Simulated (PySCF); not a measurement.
Broadened absorption spectrum of [C4H4F2NS]+

Compound: C4H4F2NS (charge +1).
InChI=1S/C4H4F2NS/c1-7-2-8-4(6)3(7)5/h2H,1H3/q+1

Method: TDDFT PBE0/def2-SVPD, vertical, gas phase, core orbitals frozen in the response in PySCF 2.14.0, density-fitted response routines. Geometry: GFN2-xTB; no solvent, vibrations or thermal averaging.

Broadening: Gaussians 0.5 eV wide at half height, area fixed by f = 4.319×10⁻⁹ ∫ε dν̃. The width is an assumption, not a result. The curve ends short of the highest state used, and states not computed would add to its high-energy end.

λ (nm), ε (L mol⁻¹ cm⁻¹) and a bar:
```
    173.7        616 ####
    177.1        189 #
    180.4        251 #
    183.8        817 #####
    187.2       2078 ############
    190.6       3761 #######################
    193.9       4954 ##############################
    197.3       4977 ##############################
    200.7       3876 #######################
    204.1       2406 ##############
    207.5       1227 #######
    210.8        550 ###
    214.2        224 #
    217.6        107 #
    221.0        104 #
    224.4        207 #
    227.7        457 ###
    231.1        929 ######
    234.5       1632 ##########
    237.9       2489 ###############
    241.2       3302 ####################
    244.6       3915 ########################
    248.0       4145 #########################
    251.4       3953 ########################
    254.8       3425 #####################
    258.1       2738 ################
    261.5       2006 ############
    264.9       1363 ########
    268.3        864 #####
    271.7        514 ###
    275.0        294 ##
    278.4        156 #
    281.8         79 
    285.2         38 
    288.5         18 
    291.9          8
```

**Question.** Locate the maxima and give the states behind the curve.

**Answer.** 248 nm (5.00 eV), ε about 4100, made up of S1 (100%); 196 nm (6.34 eV), ε about 5100, made up of S3 (100%) (ε in L mol⁻¹ cm⁻¹; maxima over ε = 5, shares over 10%). At its high-energy end, 7.14 eV, the curve is still rising (ε about 630, from S5 and S8). The states used: S1 5.00 eV (f 0.077); S2 5.81 eV (f 0.0007); S3 6.34 eV (f 0.095); S4 7.04 eV (f 0.0001); S5 7.34 eV (f 0.0060); S6 7.50 eV (f 0.0022); S7 7.67 eV (f 0.0011); S8 7.74 eV (f 0.381).

**Question.** On this curve, what absorbance would a 10⁻⁵ mol/L sample give at 280 nm over a 1 cm path?

**Answer.** 280 nm is 4.428 eV, where ε is about 110 L mol⁻¹ cm⁻¹, so A = ε c l ≈ 0.0011 (Beer–Lambert, with the gas-phase spectrum and the assumed width).

**Question.** What would ε be at 6.34 eV, the highest of these maxima, with half the width (0.25 eV)?

**Answer.** About 10300 L mol⁻¹ cm⁻¹ against 5140, a factor of about 2.00; a lone state at its own centre would give exactly 2.

**Question.** Coming from long wavelengths, where does ε first pass 100 L mol⁻¹ cm⁻¹?

**Answer.** At about 281 nm (4.42 eV), 0.58 eV below S1.
